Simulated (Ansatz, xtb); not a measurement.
# H8S2Si3: which of two isomers lies lower

Structure a is `[SiH3][SiH2][SiH](S)S`, a singlet and structure b is `S[SiH2][SiH2][SiH2]S`, a singlet. Both are isolated molecules in the gas phase, relaxed with r2SCAN-D4/def2-SVP; each stands in its lowest conformer found.

Problem. Estimate E(b) − E(a) at the level CCSD(T)/def2-SVP + ΔMP2/def2-TZVPP.

Solution. Calculated at CCSD(T)/def2-SVP + ΔMP2/def2-TZVPP: E(b) − E(a) = +0.114 eV, so structure a lies lower.

Level by level:

| level | geometry | E(b) − E(a) (eV) | departure from the last row (eV) | job, with rough time for the two |
| --- | --- | --- | --- | --- |
| r2SCAN-D4/def2-SVP | r2SCAN-D4/def2-SVP | +0.134 | +0.020 | optimisation, 69 s |
| HF/def2-SVP | r2SCAN-D4/def2-SVP | +0.069 | −0.045 | part of the CCSD(T) run |
| MP2/def2-SVP | r2SCAN-D4/def2-SVP | +0.123 | +0.009 | part of the CCSD(T) run |
| CCSD(T)/def2-SVP | r2SCAN-D4/def2-SVP | +0.113 | −0.001 | single point |
| CCSD(T)/def2-SVP + ΔMP2/def2-TZVPP | r2SCAN-D4/def2-SVP | +0.114 |  | single point, 33 s |

As drawn, both hold the same kinds of bond in the same numbers.

The levels shown agree on the order. The largest departure from CCSD(T)/def2-SVP + ΔMP2/def2-TZVPP is that of HF/def2-SVP, 0.045 eV. Levels run at GFN2-xTB geometries aren't shown. The last row adds to CCSD(T) the change of the MP2 difference between the two basis sets, here +0.001 eV.

With thermal terms from frequencies at re-optimised GFN2-xTB minima (ideal gas, soft modes damped towards free rotors, one conformer each, 298.15 K, 1 atm): the zero-point term adds +0.015 eV; ΔH is +0.119 and ΔG +0.139 eV.

The correlated steps freeze 25 core orbitals. Programs: Ansatz 0.2.0, xtb 6.7.1; the last row on 2 threads of Intel(R) Xeon(R) 6975P-C (Granite Rapids) on a shared host.
